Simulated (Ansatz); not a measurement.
Cost and result for the atomization energy of C$_{2}$H$_{12}$ClGeNSi$_{2}$, SMILES `C[SiH](C)[N]([GeH3])[SiH2]Cl` (19 atoms, 18 bonds).

```xyz
19

C    -2.046   -0.832    0.699
Si   -0.415    0.041    0.938
C     0.835   -1.104    1.715
N     0.165    0.641   -0.600
Ge    1.581    1.848   -0.588
Si   -0.320   -0.001   -2.101
Cl    0.307   -1.959   -2.348
H    -2.802   -0.171    0.269
H    -2.414   -1.178    1.669
H    -1.946   -1.707    0.053
H    -0.605    1.224    1.828
H     1.003   -1.974    1.074
H     0.486   -1.458    2.690
H     1.796   -0.606    1.867
H     2.749    1.273   -1.405
H     1.117    3.180   -1.197
H     1.986    2.038    0.881
H     0.311    0.788   -3.187
H    -1.790   -0.044   -2.256
```

The species carries charge 0 and has multiplicity 1. Correlated methods include outer-core shells of Ge, which these sets cover unevenly. Scalar relativity is left out up to krypton. All single points use the PBE0-D4/def2-TZVP geometry. It is one conformer, not always the lowest. Program: Ansatz. All runs use 4 threads of an AMD EPYC 7R13 on a shared host and a share of an NVIDIA H100 80 GB. Times are those of one run each, without the atoms' runs, and a repeat can differ threefold. Electronic energies, without spin–orbit coupling; frozen cores. CCSD(T)/CBS adds CCSD(T) − MP2 in def2-TZVPP to the MP2 limit, and its time is that of the two runs behind it. T1 = 0.011. With those shells the extrapolation isn't a true limit. B3LYP takes the VWN-RPA correlation (the form of Gaussian; ORCA's B3LYP/G).

CCSD(T)/CBS is a level of theory with its own doubt, some kJ/mol a heavy atom from the limit and from the frozen cores, so smaller differences don't rank the functionals.

| level | functions | wall time | atomization (kcal/mol) | difference from CCSD(T)/CBS | per bond |
| --- | --- | --- | --- | --- | --- |
| CCSD(T)/def2-SVP | 188 | 4.3 s | 1462.2 | -101.3 | -5.6 |
| PBE-D4/def2-TZVPP (with forces) | 435 | 5.5 s | 1561.7 | -1.8 | -0.1 |
| PBE-QIDH/def2-TZVPP | 435 | 5.5 s | 1548.5 | -15.0 | -0.8 |
| r2SCANh-D4/def2-TZVPP | 435 | 7 s | 1554.4 | -9.1 | -0.5 |
| CAM-B3LYP-D4/def2-TZVPP | 435 | 7.5 s | 1564.0 | 0.5 | 0.0 |
| ωB97X-V/def2-TZVPP | 435 | 7.5 s | 1569.6 | 6.1 | 0.3 |
| ωB97M-V/def2-TZVPP (with forces) | 435 | 8.5 s | 1563.0 | -0.5 | 0.0 |
| B97M-V/def2-TZVPP | 435 | 9 s | 1569.4 | 5.9 | 0.3 |
| B3LYP-D4/def2-TZVPP (with forces) | 435 | 9 s | 1556.7 | -6.8 | -0.4 |
| PBE0-D4/def2-TZVPP | 435 | 9.5 s | 1552.2 | -11.3 | -0.6 |
| MP2/def2-QZVPP | 830 | 13 s | 1556.1 | -7.4 | -0.4 |
| CCSD(T)/def2-TZVPP | 435 | 24 s | 1525.4 | -38.1 | -2.1 |
| CCSD(T)/CBS(def2) | – | 37 s | 1563.5 | 0.0 | 0.0 |

The D4 term adds +23.4 kcal/mol with B3LYP and +12.7 kcal/mol with PBE0; it sums over pairs of atoms, weighted by their polarisabilities, and B3LYP, whose exchange is more repulsive, gets the larger term. At CCSD(T), def2-SVP lies −101.2 kcal/mol from the extrapolated value and def2-TZVPP −38.1 kcal/mol: correlation converges slowly with the basis, and small sets miss more of it in the bonded molecule than in its fragments. From BLYP to BHLYP (50 % exact exchange), in def2-TZVPP and without D4, the atomization energy moves by +2.8 kcal/mol.
